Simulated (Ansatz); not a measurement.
`CC[TeH]` + `C[SiH2]O` → `O[SiH2]C[TeH]` + `CC`  (formal exchange of groups at a Te–C bond)

Calculated with Ansatz (gas phase, PBE0-D4/def2-TZVP geometries, no zero-point term in ΔE). CBS: MP2 limit from def2 TZ/QZ plus the TZ coupled-cluster correction, frozen cores. This one scheme is used for every species. DFT in def2-TZVPP. Elements past krypton have def2 core potentials. For Te outer-core shells are correlated without core-valence functions, which leaves a few kJ/mol of doubt a bond. One conformer a species, not always the lowest.

`CC[TeH]`:

```xyz
9

C    -0.657    0.858   -0.463
C     0.163   -0.037    0.443
Te    0.846   -1.765   -0.653
H    -0.072    1.213   -1.315
H    -1.006    1.737    0.087
H    -1.537    0.341   -0.851
H    -0.423   -0.402    1.285
H     1.047    0.475    0.820
H     1.640   -2.420    0.647
```

`C[SiH2]O`:

```xyz
9

C     0.348    0.615    0.936
Si    0.178   -0.495   -0.550
O    -1.395   -0.864   -0.891
H     1.405    0.796    1.154
H    -0.108    0.160    1.818
H    -0.127    1.585    0.768
H     0.833   -1.803   -0.302
H     0.824    0.165   -1.722
H    -1.959   -0.159   -1.211
```

`O[SiH2]C[TeH]`:

Cartesian coordinates in Å:
```
O -1.666 -0.981 0.342
Si -0.486 0.002 0.930
C 1.084 -0.189 -0.068
Te 0.666 0.165 -2.151
H -1.786 -0.942 -0.612
H -0.286 -0.412 2.341
H -0.873 1.440 0.879
H 1.445 -1.220 -0.034
H 1.894 0.472 0.240
H 0.009 1.663 -1.867
```

`CC`:

Cartesian coordinates in Å:
```
C -0.661 -0.273 0.256
C 0.661 0.273 -0.256
H -0.518 -0.900 1.140
H -1.345 0.533 0.533
H -1.161 -0.882 -0.501
H 0.518 0.900 -1.140
H 1.345 -0.533 -0.533
H 1.161 0.882 0.500
```

Is it downhill or uphill in electronic energy at CCSD(T)/CBS, and by how much? (Estimate.)

Computed: Downhill: ΔE = -0.12 eV.

What do these levels give: r2SCAN-D4, B2PLYP, PBE0, CCSD/def2-TZVPP, MP2/def2-QZVPP, HF/CBS(def2)? (Estimate.)

Ansatz gave: r2SCAN-D4 -0.10, B2PLYP -0.08, PBE0 -0.09, CCSD/def2-TZVPP -0.09, MP2/def2-QZVPP -0.12, HF/CBS(def2) -0.04 eV.

Largest T1 diagnostic among the species: 0.011.

In def2-TZVPP, CCSD(T) changes the Hartree–Fock value by −0.06 eV (the triples alone add −0.01 eV) and MP2 by −0.07 eV. The D4 term adds −0.05 eV with B3LYP and −0.03 eV with PBE0; it sums over pairs of atoms, weighted by their polarisabilities, and B3LYP, whose exchange is more repulsive, gets the larger term.

B3LYP here is the variant with VWN-RPA as its local correlation; programs differ in this.
